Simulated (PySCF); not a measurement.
Species: C8H14N2.
SMILES with atom numbers: `[CH2:1]=[CH:2][N:3]([CH2:4][CH3:5])/[N:6]=[CH:7]\[CH:8]1[CH2:9][CH2:10]1` (hydrogens: H11, H12 on C1; H13 on C2; H14, H15 on C4; H16, H17, H18 on C5; H19 on C7; H20 on C8; H21, H22 on C9; H23, H24 on C10)

Geometry (GFN2-xTB, Å), atoms numbered from 1 in this order:
```
atom  x, y, z in Å
C1    -3.3154   -1.5370    0.3938
C2    -2.0170   -1.8125    0.3375
N3    -0.9561   -0.9357    0.4617
C4    -1.2050    0.4762    0.6921
C5    -1.4069    1.2429   -0.6130
N6     0.2187   -1.5049    0.2043
C7     1.3877   -1.0173    0.1445
C8     1.9500    0.3497    0.3064
C9     3.3860    0.5744   -0.0660
C10    2.3070    1.1363   -0.9333
H11   -3.7200   -0.5508    0.5326
H12   -4.0321   -2.3312    0.2986
H13   -1.6748   -2.8255    0.1806
H14   -2.0964    0.5519    1.3186
H15   -0.3737    0.8967    1.2543
H16   -1.6056    2.2913   -0.4057
H17   -2.2458    0.8274   -1.1657
H18   -0.5164    1.1736   -1.2329
H19    2.1230   -1.7716   -0.1211
H20    1.5916    0.9275    1.1489
H21    3.9709    1.2552    0.5341
H22    3.9480   -0.2682   -0.4409
H23    2.1387    2.2033   -0.9311
H24    2.1318    0.6680   -1.8908
```

Computed at PBE0/pcSseg-1 (PySCF, non-relativistic), with Q(14N) = 0.02044 b: N3, 14N (I = 1): χzz = -5.540 MHz, η = 0.385; N6, 14N (I = 1): χzz = -6.233 MHz, η = 0.145.

Task: Find the zero-field quadrupole resonance frequencies of 14N at N3.

Result: From ν± = (3/4)|χ|(1 ± η/3) and ν0 = |χ|η/2: ν+ 4.689 MHz, ν− 3.621 MHz, ν0 1.068 MHz (nitrogen bonded to 2 C and N).

Task: Where would the pure quadrupole (NQR) lines of 14N at N6 fall for the rigid, isolated species?

Result: From ν± = (3/4)|χ|(1 ± η/3) and ν0 = |χ|η/2: ν+ 4.900 MHz, ν− 4.449 MHz, ν0 0.451 MHz (C=N nitrogen).

In a crystal, neighbours and librations shift these lines. GFN2-xTB frequencies show an imaginary mode (46i cm⁻¹), so this geometry is no minimum at that level. GFN2-xTB bond lengths can be off by several hundredths of an ångström, more for odd bonds, and the gradients follow them. These gradients aren't converged with respect to the basis.

These values come from a run that also computed NMR shieldings. Rough CPU time on one thread of a shared machine: about 2.4 min.

One conformer stands for the species.
